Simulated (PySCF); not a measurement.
**Excitation energy of Cu by level of theory**

Cu [Ar] 3d10 4s1 (2S) → Cu [Ar] 3d9 4s2 (2D), as a difference of total energies. Computed with PySCF 2.14 in def2-TZVPPD, with the non-relativistic Hamiltonian (point nucleus). Correlated levels: valence and next inner shell: [Ne] frozen. The calculations carry no spin-orbit coupling.

Question: Order these methods by the excitation energy they give, lowest first.
A. MP2 (valence and next inner shell)
B. UHF
C. CCSD (valence and next inner shell)
D. SCS-MP2 (valence and next inner shell)

Answer: B (0.246 eV), C (1.643 eV), D (2.652 eV), A (3.237 eV).

These non-relativistic numbers lack the scalar-relativistic shift.

Errors of the correlated levels include the incompleteness of this basis and the frozen core.

For comparison: 1.490 eV (measured; NIST levels, between the centres of gravity of the two terms).
